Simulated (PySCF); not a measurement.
Species: BH2Br.
Cartesian coordinates in Å at the PBE0-D3(BJ)/def2-SVP level; atoms count from 1:
```
atom  x, y, z in Å
B1     0.0980    0.1635   -0.0005
H2     1.2986    0.1003    0.0158
H3    -0.5212    1.1940   -0.0199
Br4   -0.8753   -1.4577    0.0046
```

Method: PBE0-D3(BJ)/def2-SVP geometry optimisation, gas phase in PySCF.

Take the most abundant isotopes and a rigid rotor. 

(1) What are A, B and C (MHz)?

(2) What kind of rotor is it?

(3) What does the inertial defect say?

(4) List the rotational levels J(Ka,Kc) to J = 5 (MHz).

(5) Which types of transition are allowed, and where do some lines up to J = 5 fall?

(6) Estimate the classical rotational partition function at 100 K and 200 K.

Answers

(1) Ia = 2.27, Ib = 44.29, Ic = 46.57 u·Å²; 505379 MHz·u·Å²/I gives A = 222415, B = 11410, C = 10853 MHz.

(2) A near-prolate asymmetric top. Ray's parameter κ = (2B − A − C)/(A − C) = -0.995; −1 is the prolate and +1 the oblate limit.

(3) Planar: Δ = Ic − Ia − Ib = 0.00 u·Å². For a rigid frame Δ = −2 Σ m c², so it vanishes when all atoms lie in the ab plane; here none is more than 0.01 Å from it.

(4) Above 0(0,0):
J = 1: 1(0,1) 22262, 1(1,1) 233268, 1(1,0) 233825
J = 2: 2(0,2) 66786, 2(1,2) 277236, 2(1,1) 278906, 2(2,1) 911923, 2(2,0) 911924
J = 3: 3(0,3) 133568, 3(1,3) 343187, 3(1,2) 346527, 3(2,2) 978710, 3(2,1) 978715, 3(3,1) 2035130, 3(3,0) 2035130
J = 4: 4(0,4) 222607, 4(1,4) 431120, 4(1,3) 436688, 4(2,3) 1067758, 4(2,2) 1067775, 4(3,2) 2124182, 4(3,1) 2124182, 4(4,1) 3603167, 4(4,0) 3603167
J = 5: 5(0,5) 333896, 5(1,5) 541035, 5(1,4) 549386, 5(2,4) 1179067, 5(2,3) 1179106, 5(3,3) 2235497, 5(3,2) 2235497, 5(4,2) 3714481, 5(4,1) 3714481, 5(5,1) 5616035, 5(5,0) 5616035
The levels of one J sum to (2J + 1)J(J + 1)(A + B + C)/3.

(5) The dipole components are |μa| = 0.43 D, |μb| = 0.00 D, |μc| = 0.00 D; the symmetry axis of this C2v structure is a, so μb and μc vanish by symmetry and there are no b-type or c-type lines. Some lines, for components of 0.1 D or more:

```tsv
type	branch	J(Ka,Kc)	MHz	lower level (cm⁻¹)
a	Q	1(1,0) ← 1(1,1)	557	7.781
a	Q	2(1,1) ← 2(1,2)	1670	9.248
a	Q	3(1,2) ← 3(1,3)	3340	11.447
a	Q	4(1,3) ← 4(1,4)	5567	14.381
a	Q	5(1,4) ← 5(1,5)	8351	18.047
a	R	2(1,1) ← 1(1,0)	45081	7.800
a	R	3(0,3) ← 2(0,2)	66783	2.228
a	R	3(2,2) ← 2(2,1)	66787	30.418
a	R	3(2,1) ← 2(2,0)	66791	30.419
a	R	3(1,2) ← 2(1,1)	67621	9.303
a	R	4(1,4) ← 3(1,3)	87934	11.447
a	R	4(0,4) ← 3(0,3)	89038	4.455
a	R	4(2,3) ← 3(2,2)	89048	32.646
a	R	4(3,1) ← 3(3,0)	89051	67.885
a	R	4(2,2) ← 3(2,1)	89059	32.646
a	R	4(1,3) ← 3(1,2)	90160	11.559
a	R	5(1,5) ← 4(1,4)	109915	14.381
a	R	5(2,4) ← 4(2,3)	111309	35.617
a	R	5(4,1) ← 4(4,0)	111314	120.189
a	R	5(3,3) ← 4(3,2)	111315	70.855
a	R	5(2,3) ← 4(2,2)	111331	35.617
```

(6) Point group C2v, symmetry number σ = 2; q = (√π/σ)·√((kT/h)³/(ABC)), k/h = 20836.6 MHz/K: 508 at 100 K, 1440 at 200 K.

Whether it is a minimum is left open (no frequencies). These are rigid-rotor constants of the computed structure; measured ground-state constants (B0) also hold zero-point vibration. Quadrupole hyperfine structure (11B, 79Br) is left out.
